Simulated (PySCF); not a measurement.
Match the calculated data to a structure.

All candidates are C8H11N.

- Dipole: 1.88 D [PBE0/pcSseg-1]
- Rotational structure: rotational constants A, B, C: 2.299, 1.767, 1.013 GHz [GFN2-xTB]
- 13C NMR: chemical shifts (computed TMS as zero) by class: 148.1 (1 C), 134.3 (2 C), 123.4 (2 C), 122.4 (1 C), 20.2 (2 C) ppm [GIAO PBE0/pcSseg-1]
- NMR, other nuclei: isotropic shieldings of nuclei other than C and H, by class: 196 (1 N) ppm [GIAO PBE0/pcSseg-1]
- 1H NMR: chemical shifts (computed TMS as zero) by class: 7.27 (2 H), 6.86 (1 H), 3.34 (2 H), 2.23 (6 H) ppm [GIAO PBE0/pcSseg-1]

The electronic properties come from PySCF, for the isolated species, density fitting. Levels stand in brackets. Geometry: GFN2-xTB; no solvent, vibrations or thermal averaging. Each NMR value is the plain mean over a class of atoms that symmetry, rotation or inversion makes alike.

Problem. Which candidate is it?
A. `Cc1cccc(C)c1N`
B. `N#C[C@@H]1CC[C@H]2C[C@@H]1C2`
C. `N#C[C@@H]1C[C@@H]2CC[C@H]1C2`
D. `CC1CC(=CCC#N)C1`

Solution. A. It is `Cc1cccc(C)c1N`. Numbering: `[CH3:1][c:2]1[cH:3][cH:4][cH:5][c:6]([CH3:7])[c:8]1[NH2:9]`. Its formula, C8H11N, gives 4 degrees of unsaturation: 1 ring and 3 π bonds in the structure found (Kekulé form). 8 carbons fall into 5 classes; from least to most shielded: aromatic carbon bearing nitrogen [C8] (148.1 ppm), aromatic CH carbon [C3/C5] (134.3 ppm, 2 C), substituted aromatic carbon [C2/C6] (123.4 ppm, 2 C), aromatic CH carbon [C4] (122.4 ppm), benzylic-type carbon [C1/C7] (20.2 ppm, 2 C). Hydrogen classes from least to most shielded: 2 H on 2 aromatic CH carbons, C3/C5 (7.27 ppm), 1 H on an aromatic CH carbon, C4 (6.86 ppm), 2 H on an aniline-type nitrogen, N9 (3.34 ppm), 6 H on 2 benzylic-type carbons, C1/C7 (2.23 ppm). The other shieldings belong to: 196 ppm, aniline-type nitrogen [N9]. The optimised geometry has point group Cs and is an asymmetric top.

The others, at the same levels:
- `CC1CC(=CCC#N)C1` fails: it has 8 carbon classes against 5; its computed 13C shifts are 151.6 (1 C), 121.7 (1 C), 121.0 (1 C), 38.3 (1 C), 35.8 (1 C), 25.2 (1 C), 24.5 (1 C), 17.6 (1 C) ppm, 1H shifts are 5.51 (1 H), 3.01 (1 H), 2.93 (1 H), 2.80 (2 H), 2.39 (1 H), 2.38 (1 H), 2.31 (1 H), 1.21 (3 H) ppm and rotational constant A is 3.727 GHz (against 2.299 GHz).
- `N#C[C@@H]1C[C@@H]2CC[C@H]1C2` fails: it has 8 carbon classes against 5; its computed 13C shifts are 127.6 (1 C), 43.7 (1 C), 40.7 (1 C), 40.4 (1 C), 39.6 (1 C), 32.1 (1 C), 30.1 (1 C), 27.6 (1 C) ppm, 1H shifts are 2.51 (1 H), 2.29 (1 H), 2.16 (1 H), 2.16 (1 H), 2.02 (1 H), 1.67 (1 H), 1.60 (1 H), 1.41 (1 H), 1.37 (1 H), 1.29 (1 H), 1.16 (1 H) ppm and rotational constant A is 3.033 GHz (against 2.299 GHz).
- `N#C[C@@H]1CC[C@H]2C[C@@H]1C2` fails: it has 8 carbon classes against 5; its computed 13C shifts are 127.7 (1 C), 39.3 (1 C), 39.3 (1 C), 34.1 (1 C), 31.8 (1 C), 30.9 (1 C), 25.2 (1 C), 24.5 (1 C) ppm, 1H shifts are 2.63 (1 H), 2.45 (1 H), 2.33 (1 H), 2.27 (1 H), 2.17 (1 H), 2.09 (1 H), 2.04 (1 H), 1.98 (1 H), 1.77 (1 H), 1.76 (1 H), 0.85 (1 H) ppm and rotational constant A is 3.245 GHz (against 2.299 GHz).

Each candidate is one conformer, not necessarily the lowest. Dipoles, sizes and rotational constants follow the conformer. The torsions of the flexible species, by atom-mapped SMILES:
- `[CH3:1][c:2]1[cH:3][cH:4][cH:5][c:6]([CH3:7])[c:8]1[NH2:9]`: H–N9–C8–C6 -159°, H–N9–C8–C6 -24°
- `[CH3:1][CH:2]1[CH2:3][C:4](=[CH:5][CH2:6][C:7]#[N:8])[CH2:9]1`: C4–C5–C6–C7 -106°

The conformers of `N#C[C@@H]1C[C@@H]2CC[C@H]1C2` and `N#C[C@@H]1CC[C@H]2C[C@@H]1C2` aren't listed.
